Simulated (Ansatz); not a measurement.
Gas-phase electronic energies from Ansatz, PBE0-D4/def2-TZVP geometries. CCSD(T)/CBS is the MP2 limit (def2-TZVPP, def2-QZVPP) plus CCSD(T) − MP2 in def2-TZVPP, frozen cores. Functionals use def2-TZVPP. B3LYP here is the variant with VWN-RPA as its local correlation; programs differ in this. def2 core potentials past Kr. For Sn outer-core shells are correlated without core-valence functions, which leaves a few kJ/mol of doubt a bond. Each species was taken in one conformer, which may not be the lowest.

`[CH3][SnH2][CH2][AlH2]` + `CN[SiH3]` → `CN[SiH2][AlH2]` + `[CH3][SnH2][CH3]`  (formal exchange of groups at the Al–C bond)

```tsv
level	ΔE (kJ/mol)	difference from CCSD(T)/CBS
r2SCAN-D4	24.1	-5.1
B3LYP-D4	22.9	-6.3
ωB97X-V	23.6	-5.6
ωB97M-V	31.8	2.6
B2PLYP	27.0	-2.2
r2SCAN	23.9	-5.3
B3LYP	21.0	-8.2
HF/def2-TZVPP	26.5	-2.7
MP2/def2-TZVPP	36.9	7.7
SCS-MP2/def2-TZVPP	34.3	5.1
CCSD/def2-TZVPP	26.2	-3.0
CCSD(T)/def2-TZVPP	27.0	-2.2
MP2/def2-QZVPP	38.5	9.3
SCS-MP2/def2-QZVPP	35.7	6.5
HF/CBS(def2)	27.5	-1.7
MP2/CBS(def2)	39.2	10.0
CCSD(T)/CBS	29.2	0
```

Largest T1 diagnostic among the species: 0.011.

From PBE to PBE0 (25 % exact exchange), in def2-TZVPP and without D4, ΔE moves by +3.8 kJ/mol.
